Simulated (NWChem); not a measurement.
TeBr2; SMILES Br[Te]Br

Computed with NWChem. Coordinates come from a PBE0/def2-SVP optimisation. def2 effective core potentials on Te; no spin-orbit coupling.

For level PBE/def2-SVP (core potentials):

* **highest occupied level (eV)**: -5.33
* **orbital gap (eV)**: 1.59
* **dipole (D)**: 1.49

Question: Estimate the same quantities for level PBE/STO-3G (all-electron, non-relativistic).

Answer: 
- highest occupied level (eV): -2.87
- orbital gap (eV): 2.53
- dipole (D): 0.12
